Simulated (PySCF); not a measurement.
Molecule: s-BuOEt, C₆H₁₄O.

Geometry (Å), atoms numbered from 1 in this order:
```xyz
21

C    -2.122   -0.757    0.065
C    -1.166    0.312    0.539
O     0.052    0.155   -0.130
C     1.088    1.022    0.273
C     0.923    2.410   -0.331
C     2.402    0.371   -0.134
C     2.625   -0.985    0.512
H    -2.279   -0.676   -1.021
H    -1.718   -1.758    0.278
H    -3.096   -0.658    0.567
H    -1.012    0.235    1.636
H    -1.601    1.315    0.353
H     1.070    1.108    1.381
H    -0.028    2.874   -0.028
H     0.937    2.345   -1.430
H     1.737    3.077   -0.010
H     3.224    1.061    0.119
H     2.402    0.272   -1.233
H     1.798   -1.665    0.264
H     3.565   -1.445    0.170
H     2.674   -0.901    1.610
```

Geometry PBE0-D3(BJ)/def2-SVP throughout; GIAO in PySCF, gas phase, one conformer, non-relativistic; equivalent atoms averaged; basis pcSseg-1.

For orientation, CAM-B3LYP gives these absolute shieldings σ: C2 116.3, C1 164.8, C7 169.9, O3 267.1, H12 27.71, H11 28.40, H8/H9/H10 30.05, H17 30.23, H14/H15/H16 30.23 ppm.

A run gave: C2 111.9, C1 161.2, C7 166.0, O3 255.6, H12 27.70, H11 28.42, H8/H9/H10 30.12, H17 30.24, H14/H15/H16 30.28 ppm (absolute shieldings σ).

Which functional was used in that run?
A. KT3
B. B3LYP
C. BHandHLYP
D. wB97X-D

Results:

B. C2 tells them apart best: B3LYP gives 111.9, BHandHLYP gives 120.1, wB97X-D gives 119.3, KT3 gives 116.1 ppm.
